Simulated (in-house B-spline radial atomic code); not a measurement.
A fraction x of an electron is removed from 3d in Co VI (Co5+), starting from [Ar] 3d4 and keeping the highest spin. All numbers are computed (scalar-relativistic (X2C) BHandHLYP, spin-polarised, spherical fractional occupations; Fermi nucleus of rms radius 3.7875 fm) with a radial B-spline atomic code at the basis-set limit, not measured.

Caution: exact exchange at fractional occupations of open shells leaves self-interaction of up to several eV.

```json
{"x": "0", "E(x) - E(0) (eV)": "0.0000", "3d up level (eV)": "-95.734"}
{"x": "0.06", "E(x) - E(0) (eV)": "5.7829", "3d up level (eV)": "-97.031"}
{"x": "0.24", "E(x) - E(0) (eV)": "23.6009", "3d up level (eV)": "-100.955"}
{"x": "0.29", "E(x) - E(0) (eV)": "28.6761", "3d up level (eV)": "-102.053"}
{"x": "0.4", "E(x) - E(0) (eV)": "40.0354", "3d up level (eV)": "-104.482"}
{"x": "0.5", "E(x) - E(0) (eV)": "50.5946", "3d up level (eV)": "-106.705"}
{"x": "0.57", "E(x) - E(0) (eV)": "58.1187", "3d up level (eV)": "-108.270"}
{"x": "0.69", "E(x) - E(0) (eV)": "71.2727", "3d up level (eV)": "-110.968"}
{"x": "0.79", "E(x) - E(0) (eV)": "82.4827", "3d up level (eV)": "-113.233"}
{"x": "0.9", "E(x) - E(0) (eV)": "95.0760", "3d up level (eV)": "-115.740"}
{"x": "1", "E(x) - E(0) (eV)": "106.7646", "3d up level (eV)": "-118.034"}
```

The exact functional would give a straight line between the two integer points. Deviations E(x) - E(0) - x[E(1) - E(0)], in eV: -0.623 at x = 0.06, -2.023 at x = 0.24, -2.286 at x = 0.29, -2.67 at x = 0.4, -2.788 at x = 0.5, -2.737 at x = 0.57, -2.395 at x = 0.69, -1.861 at x = 0.79, -1.012 at x = 0.9.

The curve lies below the straight line by up to 2.788 eV (at x = 0.5): convex, the delocalisation error, to which spherically averaged exact exchange adds.

Problem. How well does Slater's transition state (minus the level at half occupation) give the ionisation energy?

Solution. It gives 106.705 eV against 106.765 eV from the two total energies; NIST lists 102.00 eV, ground level to ground level. The end point has an open shell averaged over its orbitals, so its exact exchange keeps a self-interaction and this is no true integer point.
